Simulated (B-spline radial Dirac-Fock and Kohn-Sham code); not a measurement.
**Scattering functions of Ta⁴⁶⁺**

System: tantalum as Ta⁴⁶⁺, configuration 1s2 2s2 2p6 3s2 3p6 3d9.

These are calculated numbers from an atomic code on a B-spline grid; the model is Dirac-Fock densities. f₀ is the Fourier transform of the spherical electron density, S the Waller-Hartree incoherent function, and s = sin θ/λ.

| s (Å⁻¹) | f₀ | S |
| --- | --- | --- |
| 0 | 27.000 | 0.000 |
| 0.07 | 26.973 | 0.023 |
| 0.09 | 26.956 | 0.038 |
| 0.11 | 26.934 | 0.056 |
| 0.14 | 26.893 | 0.091 |
| 0.17 | 26.842 | 0.134 |
| 0.21 | 26.759 | 0.203 |
| 0.26 | 26.632 | 0.311 |
| 0.32 | 26.445 | 0.468 |
| 0.39 | 26.181 | 0.689 |
| 0.48 | 25.773 | 1.029 |
| 0.59 | 25.176 | 1.524 |
| 0.72 | 24.345 | 2.207 |
| 0.88 | 23.166 | 3.162 |
| 1.09 | 21.425 | 4.549 |
| 1.33 | 19.286 | 6.220 |
| 1.64 | 16.501 | 8.358 |
| 2.01 | 13.447 | 10.703 |
| 2.47 | 10.385 | 13.177 |
| 3.04 | 7.824 | 15.602 |
| 3.73 | 6.104 | 17.836 |
| 4.59 | 5.003 | 19.917 |
| 5.64 | 4.095 | 21.766 |

f₀ starts at the number of electrons, 27, and has fallen to half at s ≈ 2.00 Å⁻¹. The sum of ⟨r²⟩ over the electrons is 0.7457 bohr².
